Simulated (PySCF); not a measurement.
Dipole response of Te (tellurium, neutral)

[Kr] 4d10 5s2 5p4, high-spin 3P determinant. All numbers are calculated (PySCF 2.14, scalar relativity by spin-free X2C-1e, in ANO-RCC-VTZP). Coupled (time-dependent) response in atomic units; α is the mean over directions. The basis has no added diffuse functions, which lowers α and C₆.

```csv
method,mean α (bohr³),"α xx, yy, zz",C₆ (like pair),S(−4)
HSE06,22.05,"21.92, 22.29, 21.92",245.0,58.13
```

S(−4) is the Cauchy moment in α(ω) = α(0) + S(−4) ω² + …

Reference α: 38 ± 4 bohr³ (recommended; Schwerdtfeger and Nagle, table of static dipole polarizabilities (2023 update)). Published C₆: 445.0 (Chu and Dalgarno (2004); Tang, Norbeck and Certain (1976)).

Spin-orbit coupling is absent.

α(iu) at HSE06:

```csv
u (hartree),α(iu) (bohr³)
0,22.05
0.0500,21.90
0.100,21.48
0.200,19.98
0.300,17.93
0.500,13.68
0.750,9.603
1.00,6.973
1.50,4.174
2.00,2.833
3.00,1.603
5.00,0.7421
```

A single London oscillator, α(iu) = α/(1 + u²/ω²), gives C₆ = (3/4) ω α². Matching the computed C₆ needs ω = 4 × 245.0 / (3 × 22.05²) = 0.672 hartree.

The components differ because the open shell of this determinant is not spherical; for a pure term their mean is the scalar polarisability.
